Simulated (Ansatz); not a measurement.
Sn₂₇H₃₄, a nanocrystal cut from hexagonal tin, relaxed as a singlet with RKS r2SCAN-D4/def2-SVP in Ansatz, starting from a model built from a lattice or polyhedron. Force threshold 0.03 eV/Å.

In the def2 sets Sn takes a core potential; there is no spin–orbit coupling. Single mean-field runs in def2-SVP are fitted with def2-universal-jkfit.

Start:

Cartesian coordinates in Å:
```
Sn -3.026 -3.793 -2.460
Sn -0.390 -3.184 -3.297
Sn -0.470 -1.019 -5.085
Sn 1.203 -4.661 0.735
Sn 1.146 -2.515 -1.054
Sn 3.747 -1.889 -1.870
Sn 1.033 1.098 -4.044
Sn 3.700 0.296 -3.668
Sn 5.323 -1.235 0.328
Sn -4.152 -1.568 -1.195
Sn -4.262 0.593 -2.975
Sn -2.558 -3.026 2.852
Sn 0.113 -3.891 3.186
Sn -2.618 -0.902 1.044
Sn 0.001 -0.279 0.214
Sn -2.720 2.718 -1.931
Sn -0.059 1.909 -1.559
Sn 1.645 -1.753 4.259
Sn 1.540 0.423 2.450
Sn 4.165 1.018 1.628
Sn 1.450 4.015 -0.510
Sn 4.123 3.186 -0.155
Sn -3.733 1.339 2.347
Sn -3.797 3.523 0.548
Sn -2.168 2.040 4.562
Sn 0.417 2.636 3.754
Sn 0.360 4.821 1.934
H -3.995 -4.250 -3.840
H -2.992 -5.127 -1.352
H 0.282 -4.549 -4.073
H 0.174 -1.504 -6.584
H -2.097 -0.537 -5.279
H 0.286 -5.989 0.111
H 2.824 -5.169 0.952
H 4.452 -3.238 -2.664
H 0.972 2.406 -5.124
H 4.328 -0.208 -5.162
H 4.605 1.588 -3.037
H 5.347 -2.537 1.465
H 6.891 -0.825 -0.156
H -5.791 -1.979 -0.667
H -3.548 0.122 -4.456
H -5.834 1.090 -3.203
H -3.458 -4.352 2.186
H -3.196 -2.567 4.351
H 0.171 -5.220 4.303
H -2.771 4.027 -3.032
H 3.238 -2.249 4.489
H 0.955 -1.268 5.766
H 5.124 1.442 3.025
H 1.391 5.337 -1.608
H 4.779 2.722 -1.690
H 5.047 4.469 0.501
H -5.329 0.978 2.838
H -5.423 4.029 0.298
H -2.873 4.840 1.193
H -2.137 0.706 5.654
H -2.878 3.406 5.341
H 1.409 3.062 5.110
H -1.246 5.337 1.706
H 1.281 6.112 2.601
```

**Question.** Estimate the energy that the relaxation releases and the steps that it takes.

**Answer.** 0.45 eV, in 8 steps; 59 s on 11 threads of AMD EPYC 7R13 on a shared host and a whole NVIDIA H100 80GB HBM3. The force fell under the threshold at step 7, but the optimiser went on. No frequencies were taken in this run, so the end may be a saddle point.

**Question.** Does the start keep its bonding and symmetry?

**Answer.** By distances, no bond broke or formed. The bond that changes most is Sn11–H43, from 1.66 to 1.72 Å (atoms count from 1). Point group Cs at the start, C3v at the end, both within 0.05 Å.

**Question.** Predict the relaxed structure.

**Answer.** 
```xyz
61

Sn   -3.024   -3.782   -2.467
Sn   -0.421   -3.177   -3.300
Sn   -0.338   -1.072   -5.161
Sn    1.200   -4.671    0.760
Sn    1.143   -2.518   -1.055
Sn    3.754   -1.876   -1.888
Sn    1.026    1.117   -4.057
Sn    3.656    0.172   -3.810
Sn    5.293   -1.190    0.347
Sn   -4.159   -1.559   -1.199
Sn   -4.365    0.671   -2.898
Sn   -2.518   -3.066    2.848
Sn    0.123   -3.912    3.232
Sn   -2.617   -0.892    1.059
Sn    0.009   -0.269    0.224
Sn   -2.728    2.742   -1.948
Sn   -0.060    1.915   -1.583
Sn    1.616   -1.774    4.254
Sn    1.570    0.412    2.478
Sn    4.178    1.037    1.625
Sn    1.454    4.045   -0.531
Sn    4.114    3.311   -0.026
Sn   -3.733    1.363    2.319
Sn   -3.956    3.467    0.469
Sn   -2.175    2.043    4.543
Sn    0.431    2.661    3.730
Sn    0.529    4.865    1.988
H    -3.992   -4.287   -3.800
H    -2.962   -5.091   -1.348
H     0.274   -4.577   -4.039
H     0.530   -1.597   -6.554
H    -1.924   -0.659   -5.684
H     0.311   -5.994    0.106
H     2.825   -5.207    0.960
H     4.435   -3.282   -2.630
H     0.979    2.455   -5.151
H     4.139   -0.474   -5.334
H     4.767    1.426   -3.422
H     5.301   -2.517    1.447
H     6.925   -0.880   -0.106
H    -5.747   -1.973   -0.654
H    -3.994    0.238   -4.520
H    -5.996    1.227   -2.884
H    -3.472   -4.360    2.226
H    -3.218   -2.600    4.352
H     0.166   -5.244    4.332
H    -2.761    4.073   -3.050
H     3.248   -2.261    4.519
H     0.983   -1.284    5.779
H     5.120    1.413    3.026
H     1.407    5.372   -1.638
H     5.001    3.036   -1.474
H     4.885    4.615    0.796
H    -5.323    0.942    2.852
H    -5.626    3.756    0.157
H    -3.308    4.921    1.120
H    -2.119    0.696    5.618
H    -2.877    3.361    5.402
H     1.383    3.031    5.125
H    -1.003    5.642    1.901
H     1.643    6.020    2.619
```
Bond lengths (bridged metal pairs left out): 37 × Sn–Sn 2.80 to 2.84 Å; 34 × H–Sn 1.72 to 1.73 Å.
